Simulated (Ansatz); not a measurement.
BFH4SiZn (`[F][Zn][BH][SiH3]`), 8 atoms. The species carries charge 0 and has multiplicity 1. For Zn the d shell is correlated and the shells below it are frozen. Scalar relativity is left out up to krypton. All runs use 4 threads of a server CPU on a shared host. Correlated methods freeze the cores.

Task: Give the basis size and wall time and peak host memory of each of these runs in Ansatz. RHF-CCSD(T) with 3s3p of Cu, Zn/def2-TZVPP energy; RKS ωB97M-V/def2-SVP energy; RKS ωB97M-V/def2-QZVPP energy; RKS B97M-V/def2-TZVPP energy; direct RPA on PBE orbitals with 3s3p of Cu, Zn/def2-TZVPP energy; RHF-CCSD(T) with 3s3p of Cu, Zn/def2-SVP energy; RKS BHLYP-D4/def2-TZVPP energy; RKS PBE0-D4/def2-QZVPP energy; RHF-MP2 with 3s3p of Cu, Zn/def2-QZVPP energy; RKS PBE0-D4/def2-SVP energy; RKS revPBE-D4/def2-TZVPP energy; RKS LC-ωPBE/def2-TZVPP energy. (An estimate is asked.)

Result: The calculation gave: Other jobs shared the machine, so times are rough.

| level | job | functions | wall time | peak host memory (GiB) |
| --- | --- | --- | --- | --- |
| RKS PBE0-D4/def2-SVP | energy | 97 | 1.7 s | 0.19 |
| RKS revPBE-D4/def2-TZVPP | energy | 224 | 3 s | 0.29 |
| RKS LC-ωPBE/def2-TZVPP | energy | 224 | 3.6 s | 0.38 |
| RKS BHLYP-D4/def2-TZVPP | energy | 224 | 4.8 s | 0.59 |
| RHF-CCSD(T) with 3s3p of Cu, Zn/def2-SVP | energy | 97 | 5.5 s | 0.34 |
| direct RPA on PBE orbitals with 3s3p of Cu, Zn/def2-TZVPP | energy | 224 | 7 s | 0.47 |
| RKS ωB97M-V/def2-SVP | energy | 97 | 8.5 s | 0.3 |
| RKS PBE0-D4/def2-QZVPP | energy | 404 | 11 s | 1.4 |
| RKS B97M-V/def2-TZVPP | energy | 224 | 13 s | 0.37 |
| RHF-MP2 with 3s3p of Cu, Zn/def2-QZVPP | energy | 404 | 24 s | 1.9 |
| RKS ωB97M-V/def2-QZVPP | energy | 404 | 27 s | 1.6 |
| RHF-CCSD(T) with 3s3p of Cu, Zn/def2-TZVPP | energy | 224 | 2.4 min | 3.5 |

LC-ωPBE has ω = 0.4 bohr⁻¹.
